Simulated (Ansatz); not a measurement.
`N[Si](O)(O)O`, charge 0, multiplicity 1.

Q: Give a relaxed structure at PBE0-D4/def2-TZVP (Ansatz). (Estimate.)

A: Computed: 
```xyz
10

N     0.414   -0.738    1.250
Si   -0.004    0.065   -0.185
O     1.383    0.053   -1.048
O    -1.173   -0.586   -1.135
O    -0.605    1.546    0.189
H     1.078   -1.493    1.223
H    -0.250   -0.850    1.998
H     1.275    0.089   -1.999
H    -2.018   -0.136   -1.119
H    -0.101    2.051    0.828
```
This is one stationary point; other conformers may exist.
